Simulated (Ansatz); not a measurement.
Reactions of C2H5ClSSi (`C[Si]1(Cl)CS1`).

Program: Ansatz. Geometries: PBE0-D4/def2-TZVP. ΔE: electronic, gas phase. CCSD(T)/CBS is the MP2 limit (def2-TZVPP, def2-QZVPP) plus CCSD(T) − MP2 in def2-TZVPP, frozen cores. This one scheme is used for every species, atoms too. Open shells (•) are unrestricted, without spin–orbit coupling. Spin–orbit coupling would lower the free atoms: a little for C, Cl, S, Si. Each species was taken in one conformer, which may not be the lowest.

(1) Order these by ΔE at CCSD(T)/CBS, lowest first. (An estimate is asked.)
A. `C[Si]1(Cl)CS1` → 2 C• + Cl• + 5 H• + S• + Si•
B. `C[Si]1(Cl)CS1` + `C#C[SiH](F)Cl` → `C[SiH]1CS1` + `C#C[Si](F)(Cl)Cl`
C. `C[Si]1(Cl)CS1` + `CCC(C)C(C)C` → `Cl[SiH]1CS1` + `CCC(CC)C(C)C`
D. `C[Si]1(Cl)CS1` + H₂ → `Cl[SiH]1CS1` + CH₄
E. `C[Si]1(Cl)CS1` → `C=C(Cl)[SiH2]S`
F. `C[Si]1(Cl)CS1` + `B1N[SiH2]1` → `CN1B[SiH2]1` + `Cl[SiH]1CS1`
G. `C[Si]1(Cl)CS1` → `C=C(Cl)S[SiH3]`
H. `C[Si]1(Cl)CS1` + H–F → `C[Si]1(F)CS1` + HCl

Largest T1 diagnostic: 0.014, for `B1N[SiH2]1`.

Results:

(1) H (-0.35 eV), D (-0.13 eV), B (+0.04 eV), C (+0.60 eV), F (+0.77 eV), E (+1.87 eV), G (+2.42 eV), A (+38.20 eV).
